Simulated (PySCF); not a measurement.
I3Sb, charge -1, multiplicity 2. Atoms are numbered in the order given.

```xyz
4

Sb     0.0000     0.0000    -0.4353
I      0.0000     2.9797    -0.9884
I      0.0000    -2.9797    -0.9884
I      0.0000     0.0000     2.3957
```
Charge -1, spin multiplicity 2.

Geometry optimised at B3LYP-D3(BJ)/def2-SVPD. The multiplicity is an assumed one; no other spin state was optimised. The isomer is the one that the SMILES or the coordinates give; other isomers of the formula were not compared. The def2 effective core potentials stand for the cores of I, Sb; spin–orbit coupling is left out.

The numbers are results of M06-2X/def2-SVPD run with PySCF, not measurements.

Gas-phase values at a fixed geometry.

Computed frontier levels, dipole moment and polarisability:
```yaml
"α spin, highest occupied and lowest empty level": -3.62 and 1.52 eV
"β spin, highest occupied and lowest empty level": -3.81 and 1.13 eV
dipole_moment_about_the_centre_of_nuclear_charge: 0.89 D
mean_static_polarisability: 202.0 bohr³ (29.93 Å³)
polarisability_principal_values: 126.1, 194.8, 285.1 bohr³
"⟨S²⟩": 0.763 (pure state 0.75)
```
